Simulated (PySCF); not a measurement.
Orbital picture of TlCd⁺

TPSSh at R = 3.289 Å; PySCF, scalar-relativistic core potentials, basis sets Tl def2-SVP with ECP60, Cd def2-SVP with ECP28. State: ¹Σ⁺ (singlet), closed shell. Only the outer orbitals are listed, counted within each symmetry, core potentials removing the inner ones.

```
orbital  occ.  ε (eV)  on Tl (%)            main shells (%)
     6σ     2  -17.58          3                    97 Cd d
     4π     2  -17.51          0                   100 Cd d
     4π     2  -17.51          0                   100 Cd d
     2δ     2  -17.47          0                   100 Cd d
     2δ     2  -17.47          0                   100 Cd d
     7σ     2  -15.56         94                    94 Tl s
     8σ     2  -10.67         16           83 Cd s, 13 Tl p
     5π     0   -7.04         93                    93 Tl p
     5π     0   -7.04         93                    93 Tl p
     9σ     0   -6.90         65  65 Tl p, 21 Cd p, 14 Cd s
```

Question: Which are the highest filled and the lowest empty level, where do they sit, and how wide is the gap?

Answer: Highest filled 8σ at -10.67 eV (in %: 83 Cd s, 13 Tl p); lowest empty 5π at -7.04 eV (in %: 93 Tl p); the gap at TPSSh is 3.63 eV.

```json
{
  "bond order (Mayer)": "0.51",
  "⟨S²⟩": "0.000",
  "charge on Tl (Mulliken, basis-dependent)": "0.73",
  "charge on Tl (Löwdin, basis-dependent)": "0.68",
  "dipole moment (positive dipole points towards Cd; it is taken about the centre of mass and depends on that origin)": "-0.62 D"
}
```

Closed-shell solutions of metal pairs were not tested for spin polarisation, which can lower them a little. Spin–orbit coupling is left out.
